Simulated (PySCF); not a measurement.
# Electron correlation in Fe⁺ (iron, charge +1)

[Ar] 3d7, high-spin 4F determinant (an excited configuration). All numbers are calculated (PySCF 2.14, scalar relativity by spin-free X2C-1e, in x2c-QZVPPall (11s7p5d4f2g, 103 functions)). Frozen: [Ar]; 7 electrons correlated.

```tsv
level	correlation energy (mhartree)
CCSD	-203.68
(T)	-7.20
CCSD(T)	-210.88
```

Diagnostics: T1 = 0.013, D1 = 0.0202, largest double amplitude 0.022.

Q: Is a single reference adequate?

A: Yes: T1 lies below 0.03 and no double amplitude reaches 0.07.
